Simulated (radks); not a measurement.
The numbers below are computed, except where a source is named.
Ionisation of neutral thallium, [Hg] 6p1, to Tl+, [Hg], under several functionals. Dirac Kohn-Sham, spin-unpolarised, spherical densities, finite nucleus; open shells fill j = l - 1/2 first; a radial shooting solver on a logarithmic mesh with Libxc functionals.

| functional | E(Tl) (hartree) | Exc (hartree) | IE (eV) | -e(HOMO) (eV) | <r> HOMO (bohr) | IE error (eV) |
|---|---|---|---|---|---|---|
| exchange-only LDA | -20264.0579 | -362.1673 | 5.227 | 2.173 | 3.567 | -0.881 |
| Wu-Cohen GGA | -20282.2612 | -380.5559 | 5.947 | 2.825 | 3.414 | -0.161 |
| BLYP | -20284.6303 | -382.9297 | 5.963 | 2.816 | 3.484 | -0.146 |
| XLYP | -20285.7163 | -384.0251 | 6.005 | 2.851 | 3.505 | -0.104 |
| LDA (Slater exchange, VWN5 correlation) | -20272.5863 | -370.7917 | 6.221 | 3.069 | 3.403 | +0.113 |
| HCTH/407 | -20295.0001 | -393.7074 | 6.043 | 2.956 | 3.569 | -0.065 |
| LDA (Slater exchange, Perdew-Wang correlation) | -20272.5524 | -370.7573 | 6.221 | 3.070 | 3.403 | +0.113 |

NIST Atomic Spectra Database: 6.108 eV (measured). Closest: HCTH/407. The Delta-SCF values span 0.99 eV, the total energies 30.94 hartree. The highest occupied level is 6p1/2. Spin polarisation and multiplet splitting are left out, so open shells lie too high by an amount that depends on their filling.

Beside tabulated values, note that spin-unpolarised runs miss the spin-polarisation part of the exchange energy of open shells.
